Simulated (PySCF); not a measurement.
Compound: C₄H₅FN₂.
Numbering: `[CH3:1][n:2]1[n:3][cH:4][cH:5][c:6]1[F:7]` (hydrogens: H8, H9, H10 on C1; H11 on C4; H12 on C5)

The closed-shell ground state was solved at several levels (PySCF, density fitting, gas phase, non-relativistic). Isolated species at its GFN2-xTB geometry, gas phase. GFN2-xTB frequencies show an imaginary mode (49i cm⁻¹), so this geometry is no minimum at that level.

```csv
level,basis functions,total energy (Eh),HOMO (eV),LUMO (eV),gap (eV),dipole (D)
PBE0/def2-SVPD,183,-364.1005,-7.17,0.45,7.62,1.09
B3LYP/pcJ-1,239,-364.7530,-6.85,0.35,7.20,1.14
```

Question: Estimate the row for PBE0/pcSseg-1, a basis of 144 functions; the other rows only guide the guess.

Answer: Total energy -364.3080 Eh, HOMO -7.10 eV, LUMO 0.59 eV, gap 7.69 eV, dipole 1.19 D.

Question: Over all these levels, which gives the widest orbital gap and which the narrowest?

Answer: PBE0/pcSseg-1 (global hybrid, 25 % exact exchange) has the widest, 7.69 eV, and B3LYP/pcJ-1 (global hybrid, 20 % exact exchange) the narrowest, 7.20 eV. Functional and basis both differ between the two, so the spread mixes both effects.

Question: How far do the dipole and the HOMO energy spread over the levels?

Answer: The dipole runs from 1.09 to 1.19 D (mean 1.14 D) and the HOMO from -7.17 to -6.85 eV.
